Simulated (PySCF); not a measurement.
C₃H₂ClN₃.
Atom-mapped SMILES: `[Cl:1][c:2]1[cH:3][n:4][n:5][n:6][cH:7]1` (hydrogens: H8 on C3; H9 on C7)

Cartesian coordinates in Å at the GFN2-xTB level; atoms count from 1:
```xyz
9
C3H2ClN3 angstrom
Cl     2.3826    0.4616    0.7191
C      0.7588    0.1478    0.2588
C     -0.3077    0.9314    0.6952
N     -1.5434    0.6519    0.3145
N     -1.7871   -0.3461   -0.4617
N     -0.8553   -1.1161   -0.9055
C      0.4098   -0.9104   -0.5782
H     -0.1806    1.7826    1.3483
H      1.1365   -1.5966   -0.9884
```

Computed at PBE0/pcSseg-1 (PySCF, non-relativistic), with Q(35Cl) = −0.0817 b, Q(14N) = 0.02044 b: Cl1, 35Cl (I = 3/2): χzz = -77.12 MHz, η = 0.120; N4, 14N (I = 1): χzz = -6.146 MHz, η = 0.220; N5, 14N (I = 1): χzz = -6.593 MHz, η = 0.063.

Q: Find the zero-field quadrupole resonance frequencies of 35Cl at Cl1.

A: From ν = (|χ|/2)√(1 + η²/3): ν = 38.65 MHz (aryl chlorine). For 37Cl the ratio of quadrupole moments, 0.7881, gives 30.46 MHz.

Q: Find the zero-field quadrupole resonance frequencies of 14N at N4.

A: From ν± = (3/4)|χ|(1 ± η/3) and ν0 = |χ|η/2: ν+ 4.947 MHz, ν− 4.271 MHz, ν0 0.676 MHz (pyridine-type nitrogen).

Q: Where would the pure quadrupole (NQR) lines of 14N at N5 fall for the rigid, isolated species?

A: From ν± = (3/4)|χ|(1 ± η/3) and ν0 = |χ|η/2: ν+ 5.048 MHz, ν− 4.841 MHz, ν0 0.207 MHz (pyridine-type nitrogen).

Q: Apply the simplest Townes–Dailey estimate (no s hybridisation, no π bonding), ionic character = 1 − χzz/χ0, where χ0 is the coupling for one missing p electron along the bond: −109.74 MHz for 35Cl.

A: Cl1 on C2: 1 − (-77.12)/(-109.74) = 0.30. In this model a purely covalent bond gives χ0 and a free halide ion gives zero; s hybridisation or π bonding, where present, is counted here as ionic character.

In a crystal, neighbours and librations shift these lines. GFN2-xTB bond lengths can be off by several hundredths of an ångström, more for odd bonds, and the gradients follow them. The small basis limits the accuracy of the gradients.
